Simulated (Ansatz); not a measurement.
Basis-set series for H₄NPSSi (`SP1N[SiH2]1`). Charge 0, multiplicity 1. The geometry is a stationary point of PBE0-D4/def2-TZVP. It is one conformer, not always the lowest.

| functional | basis | functions | energy (Eh) | HOMO (eV) | LUMO (eV) |
| --- | --- | --- | --- | --- | --- |
| PBE0-D4 | def2-TZVPP | 213 | -1085.82119 | -6.74 | -0.85 |
| PBE0-D4 | def2-QZVPP | 387 | -1085.85780 | -6.78 | -0.93 |
| ωB97M-V | def2-TZVPP | 213 | -1086.18056 | -8.76 | 0.92 |
| ωB97M-V | def2-QZVPP | 387 | -1086.21508 | -8.80 | 0.70 |

(1) Give the rows for def2-SVP. (An estimate is asked.)

## Answers

(1) Ansatz gave: 
| functional | basis | functions | energy (Eh) | HOMO (eV) | LUMO (eV) |
| --- | --- | --- | --- | --- | --- |
| PBE0-D4 | def2-SVP | 88 | -1085.38566 | -6.67 | -0.59 |
| ωB97M-V | def2-SVP | 88 | -1085.74386 | -8.65 | 1.36 |

Positive LUMOs are unbound and depend on the basis.
